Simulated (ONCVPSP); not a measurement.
## Reading a pseudo-wave (N (Z = 7))

Columns: radius, all-electron u(r) and pseudo u(r) of the 2p shell (level -7.04 eV) of nitrogen in the configuration [He] 2s2 2p3; PBEsol, scalar-relativistic, ONCV scheme, ONCVPSP 4.0.1.

```
r (bohr)  all-electron  pseudo
   0.070        0.0393  0.0175
   0.140        0.1253  0.0682
   0.210        0.2280  0.1463
   0.280        0.3314  0.2436
   0.350        0.4272  0.3506
   0.420        0.5115  0.4576
   0.490        0.5832  0.5562
   0.560        0.6425  0.6402
   0.630        0.6897  0.7062
   0.700        0.7257  0.7531
   0.770        0.7515  0.7824
   0.840        0.7682  0.7967
   0.910        0.7773  0.7999
   0.980        0.7798  0.7952
   1.050        0.7768  0.7858
   1.120        0.7693  0.7735
   1.190        0.7581  0.7596
   1.260        0.7440  0.7444
   1.330        0.7276  0.7277
   1.400        0.7094  0.7094
   1.470        0.6899  0.6899
   1.540        0.6694  0.6694
   1.610        0.6482  0.6482
   1.680        0.6266  0.6266
   1.750        0.6048  0.6048
   1.820        0.5829  0.5829
```

(1) How many radial nodes do the two functions have?

(2) At about which radius was the pseudo-wave matched?

(3) Is the pseudo-wave norm-conserving?

Answers

(1) The all-electron 2p function has n − l − 1 = 0; the pseudo-wave has 0.

(2) 1.40 bohr. The columns agree to 0.0005 from 1.26 bohr on; several derivatives are matched, so the curves merge somewhat inside the radius.

(3) Yes: the ONCV scheme keeps the norm inside the radius equal to the all-electron one, which fixes the energy derivative of the logarithmic derivative at the level.
